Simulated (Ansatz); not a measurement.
The same path of C$_{2}$H$_{8}$AlNO$_{2}$ (14 atoms, charge 0, multiplicity 1) was run 3 times with different band settings. Lost on the way: Al2–O5. Made: Al2–N4. The coordinate that changes most is the height of N4 over the plane of its neighbours.

Level of theory: RKS B3LYP-D4/STO-3G (Ansatz 0.2.0).

Relaxed end points:

```xyz
14
Properties=species:S:1:pos:R:3
C 0.356 -0.326 2.173
Al 0.933 0.519 0.554
C 0.129 -0.152 -1.066
N -0.927 -1.167 -1.176
O -0.536 1.226 -0.361
O 0.572 0.283 -2.348
H 1.010 -1.164 2.454
H -0.662 -0.733 2.101
H 0.357 0.367 3.026
H 2.148 1.383 0.429
H -1.179 -1.511 -0.213
H -1.816 -0.733 -1.557
H -0.204 1.958 -0.999
H -0.194 0.020 -2.986
```

```xyz
14
Properties=species:S:1:pos:R:3
C 0.236 0.038 2.130
Al 0.989 -0.339 0.406
C 0.067 0.561 -1.042
N -0.301 -1.127 -0.746
O -1.186 1.265 -1.006
O 0.550 0.649 -2.378
H 0.289 -0.828 2.804
H -0.823 0.330 2.082
H 0.762 0.857 2.640
H 2.380 -0.841 0.179
H -0.064 -1.718 -1.582
H -1.316 -1.292 -0.525
H -1.293 1.531 -0.023
H -0.302 0.885 -2.910
```

Common settings: optimiser quadratic models (default); start path through a guess of the saddle point; force threshold 0.05 eV/Å; end points relaxed.

| run | movable images | climbing image | spring | iteration limit |
| --- | --- | --- | --- | --- |
| 1 | 9 | yes | 5.0 eV/Å² | 31 |
| 2 | 4 | no | 5.0 eV/Å² | 60 |
| 3 | 9 | yes | 2.0 to 10.0 eV/Å², energy-weighted | 29 |

(1) What does each run give, and how far can it be trusted?

## Answers

(1) Run 1: converged after 23 iterations, highest image 1.071 eV above the first end. A vibrational analysis at the climbing image gives one clearly imaginary mode, 73i cm⁻¹: a first-order saddle point.
Run 2: converged after 37 iterations, highest image 0.967 eV above the first end. No image climbed, so the highest image needn't sit at the top of the path.
Run 3: converged after 21 iterations, highest image 1.070 eV above the first end. Another band between the same ends (9 images) ends at a top of the same energy, where a vibrational analysis finds 1 clearly imaginary mode.
The orbitals stay closed-shell, which can raise the energy where a bond breaks towards radicals; this wasn't checked here. Limits of this set-up: minimal basis.
